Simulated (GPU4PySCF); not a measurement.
C₇H₁₀F₆, SMILES FC(CC(CC(C)(F)F)(F)F)(C)F. Atoms are numbered in the order given.

```xyz
23

C      2.7900    -0.7454     1.1319
C      2.5829    -0.0009    -0.1583
F      2.8124     1.3339     0.0495
F      3.5438    -0.4020    -1.0611
C      1.2488    -0.1647    -0.8716
C      0.0000     0.0000    -0.0266
F     -0.1287    -1.0853     0.8042
F      0.1287     1.0853     0.8042
C     -1.2488     0.1647    -0.8716
C     -2.5829     0.0009    -0.1583
C     -2.7900     0.7454     1.1319
F     -2.8124    -1.3339     0.0495
F     -3.5438     0.4020    -1.0611
H      2.1093    -0.3722     1.8908
H      2.6118    -1.8072     0.9831
H      3.8172    -0.5887     1.4525
H      1.2304     0.5611    -1.6832
H      1.2162    -1.1609    -1.3087
H     -1.2304    -0.5611    -1.6832
H     -1.2162     1.1609    -1.3087
H     -2.1093     0.3722     1.8908
H     -2.6118     1.8072     0.9831
H     -3.8172     0.5887     1.4525
```
Charge 0, spin multiplicity 1.

The structure is a stationary point at ωB97M-D3(BJ)/def2-TZVP. Other conformers were not sampled.

Two levels are set side by side: PBE/pcSseg-1 (GPU4PySCF) and B3LYP/pcSseg-1 (GPU4PySCF). GIAO shifts against CFCl3 (¹⁹F), TMS (¹H), TMS (¹³C) at the same level; non-relativistic, no solvent, atoms listed together averaged. Differences are taken from unrounded values.

| quantity | PBE |
|---|---|
| δ(¹³C) of C1, C11 (ppm) | 25.2 |
| δ(¹³C) of C2, C10 (ppm) | 132.5 |
| δ(¹⁹F) of F3, F4, F12, F13 (ppm) | -119.0 |
| δ(¹³C) of C5, C9 (ppm) | 51.2 |
| δ(¹³C) of C6 (ppm) | 130.7 |
| δ(¹⁹F) of F7, F8 (ppm) | -139.5 |

### Question
These are the PBE values. What does B3LYP give? (Estimate from the structure and the level; the computed values follow.)

### Answer

```tsv
quantity	B3LYP	PBE minus B3LYP
δ(¹³C) of C1, C11 (ppm)	25.5	-0.3
δ(¹³C) of C2, C10 (ppm)	130.0	2.5
δ(¹⁹F) of F3, F4, F12, F13 (ppm)	-106.8	-12.2
δ(¹³C) of C5, C9 (ppm)	50.7	0.6
δ(¹³C) of C6 (ppm)	128.3	2.4
δ(¹⁹F) of F7, F8 (ppm)	-125.6	-13.9
```
